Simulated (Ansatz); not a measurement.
CH₃F₂InO, SMILES `C[O][In]([F])[F]` at its PBE0-D4/def2-TZVP geometry, where that method's forces vanish. Charge 0, multiplicity 1. In takes the def2 core potential.

```xyz
8

C    -0.1961   -1.2187   -0.5807
O     0.7143   -0.1371   -0.5363
In    0.3862    1.4306    0.5824
F    -1.2010    1.5784    1.6817
F     1.5894    2.9286    0.6812
H     0.2168   -1.9583   -1.2723
H    -1.1840   -0.9227   -0.9504
H    -0.3255   -1.7009    0.3945
```

Problem. What forces (eV/Å) does ωB97M-V/def2-TZVPP give on these atoms in Ansatz? (Estimate.)

Solution. Computed: 
```
C1  -0.180 -0.286 -0.051
O2   0.136  0.249  0.058
In3 -0.007 -0.070 -0.038
F4  -0.007 -0.006  0.002
F5   0.021  0.022  0.000
H6  -0.063  0.055  0.072
H7   0.087 -0.016  0.037
H8   0.013  0.052 -0.080
```
